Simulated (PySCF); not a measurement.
## Correlation energy of Ge (germanium, neutral)

[Ar] 3d10 4s2 4p2, high-spin 3P determinant. Computed with PySCF 2.14 in x2c-TZVPPall with one added diffuse shell each of s, p, d type (7s6p5d1f, 57 functions), with the spin-free X2C one-electron Hamiltonian (Gaussian nucleus). Frozen: [Ar] 3d10; 4 electrons correlated.

| level | correlation energy (mhartree) |
| --- | --- |
| CCSD | -63.87 |
| (T) | -1.76 |
| CCSD(T) | -65.63 |
| CCSDT | -66.11 |

Diagnostics: T1 = 0.0089, D1 = 0.0239, largest double amplitude 0.066.

Cost of the coupled-cluster step: of the order of 1.8 core-seconds, for 4 correlated electrons.

Iterations:

```
CC2 = 0
CCSD nocc = (np.int64(3), np.int64(1)), nmo = (43, 43)
frozen orbitals [[0, 1, 2, 3, 4, 5, 6, 7, 8, 9, 10, 11, 12, 13], [0, 1, 2, 3, 4, 5, 6, 7, 8, 9, 10, 11, 12, 13]]
max_cycle = 100
direct = 0
conv_tol = 1e-08
conv_tol_normt = 1e-06
diis_space = 8
diis_start_cycle = 0
Init t2, MP2 energy = -0.0494157729498172
Init E_corr(UCCSD) = -0.0494157729503281
cycle = 1  E_corr(UCCSD) = -0.0596131411119039  dE = -0.0101973682  norm(t1,t2) = 0.0468149
cycle = 2  E_corr(UCCSD) = -0.0623174609281524  dE = -0.00270431982  norm(t1,t2) = 0.0174004
cycle = 3  E_corr(UCCSD) = -0.0638717078752301  dE = -0.00155424695  norm(t1,t2) = 0.00789475
cycle = 4  E_corr(UCCSD) = -0.0638660814863639  dE = 5.62638887e-06  norm(t1,t2) = 0.00151921
cycle = 5  E_corr(UCCSD) = -0.0638743645199805  dE = -8.28303362e-06  norm(t1,t2) = 0.000222533
cycle = 6  E_corr(UCCSD) = -0.0638718628347576  dE = 2.50168522e-06  norm(t1,t2) = 4.9545e-05
cycle = 7  E_corr(UCCSD) = -0.0638730571913819  dE = -1.19435662e-06  norm(t1,t2) = 7.91883e-06
cycle = 8  E_corr(UCCSD) = -0.0638726832905117  dE = 3.7390087e-07  norm(t1,t2) = 1.76684e-06
cycle = 9  E_corr(UCCSD) = -0.0638727284803258  dE = -4.51898141e-08  norm(t1,t2) = 3.40829e-07
cycle = 10  E_corr(UCCSD) = -0.0638727329461938  dE = -4.46586798e-09  norm(t1,t2) = 7.63772e-08
UCCSD converged
E(UCCSD) = -2097.112454940452  E_corr = -0.06387273294619378
UCCSD(T) correction = -0.00175951301826317
```
